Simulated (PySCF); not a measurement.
C2H6OSi, neutral, multiplicity 1.

```xyz
10

Si     0.8668    -0.3146     0.6021
C      1.0712     1.2776    -0.4486
H      2.0811     1.6949    -0.3104
H      0.3429     2.0585    -0.1633
H      0.9324     1.0826    -1.5277
O     -0.6984    -0.7711     0.2484
C     -1.7164    -0.2576    -0.5621
H     -1.4291     0.6762    -1.0743
H     -1.9933    -1.0019    -1.3267
H     -2.6112    -0.0573     0.0498
```

Coordinates come from a PBE0-D3(BJ)/def2-SVP optimisation. The values are those of a single conformer.

All values below come from PBE0/pcSseg-1 in PySCF. Non-relativistic, no solvent.

Computed absolute GIAO shielding of each atom: isotropic value and principal components (ppm):
| atom | σ(iso) | σ11 | σ22 | σ33 | span |
|---|---|---|---|---|---|
| Si1 | -25.8 | -642.2 | 231.7 | 333.0 | 975.3 |
| C2 | 159.0 | 116.1 | 171.2 | 189.7 | 73.5 |
| H3 | 30.0 | 28.2 | 28.8 | 32.9 | 4.7 |
| H4 | 30.8 | 26.8 | 30.5 | 35.2 | 8.5 |
| H5 | 30.9 | 26.8 | 30.5 | 35.3 | 8.5 |
| O6 | 101.5 | -116.8 | 45.9 | 375.5 | 492.3 |
| C7 | 129.5 | 97.8 | 113.4 | 177.1 | 79.3 |
| H8 | 26.8 | 23.1 | 27.1 | 30.3 | 7.2 |
| H9 | 27.2 | 23.7 | 25.4 | 32.5 | 8.9 |
| H10 | 27.2 | 23.6 | 25.4 | 32.5 | 8.8 |
